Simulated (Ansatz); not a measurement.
Two isomers of C2H4ClFOSi: A = `F[C@H](Cl)[Si@@H]1CO1`, B = `FC1(CCl)O[SiH2]1`.

Program: Ansatz. Geometries: PBE0-D4/def2-TZVP. ΔE: electronic, gas phase. CCSD(T)/CBS is the MP2 limit (def2-TZVPP, def2-QZVPP) plus CCSD(T) − MP2 in def2-TZVPP, frozen cores. Functionals use def2-TZVPP. B3LYP here is the variant with VWN-RPA as its local correlation; programs differ in this. Each species was taken in one conformer, which may not be the lowest.

A:

```xyz
10

F    -2.208   -0.883    1.020
C    -1.536   -0.250    0.005
Cl   -1.387   -1.337   -1.384
Si    0.180    0.302    0.612
C     1.606    0.333   -0.484
O     1.426   -0.773    0.482
H    -2.155    0.588   -0.327
H     0.056    1.079    1.864
H     2.483    0.940   -0.271
H     1.535    0.001   -1.517
```

B:

```xyz
10

F     0.613   -1.144   -1.322
C     0.217   -0.299   -0.331
C    -0.717   -0.979    0.613
Cl    0.065   -2.327    1.478
O     1.322    0.362    0.259
Si    0.415    1.503   -0.570
H    -1.073   -0.273    1.361
H    -1.563   -1.389    0.063
H     0.999    2.037   -1.816
H    -0.277    2.509    0.264
```

Problem. Which isomer does CCSD(T)/CBS put lower? Give the gap. (Estimate.)

Solution. Computed: B, by 5.6 kcal/mol.

Problem. Give E(B) − E(A) in kcal/mol with CCSD/def2-TZVPP, HF/def2-TZVPP, ωB97M-V, B3LYP-D4, PBE0-D4, MP2/def2-TZVPP, PBE-D4. (An estimate is asked.)

Solution. Ansatz gave: CCSD/def2-TZVPP -6.1, HF/def2-TZVPP -7.2, ωB97M-V -5.5, B3LYP-D4 -5.1, PBE0-D4 -5.8, MP2/def2-TZVPP -6.1, PBE-D4 -5.1. None reverses the order clearly.

Largest T1 diagnostic: 0.013.

In def2-TZVPP, CCSD(T) changes the Hartree–Fock value by +1.2 kcal/mol (the triples alone add +0.1 kcal/mol) and MP2 by +1.1 kcal/mol. From PBE to PBE0 (25 % exact exchange), in def2-TZVPP and without D4, E(B) − E(A) moves by −0.8 kcal/mol.
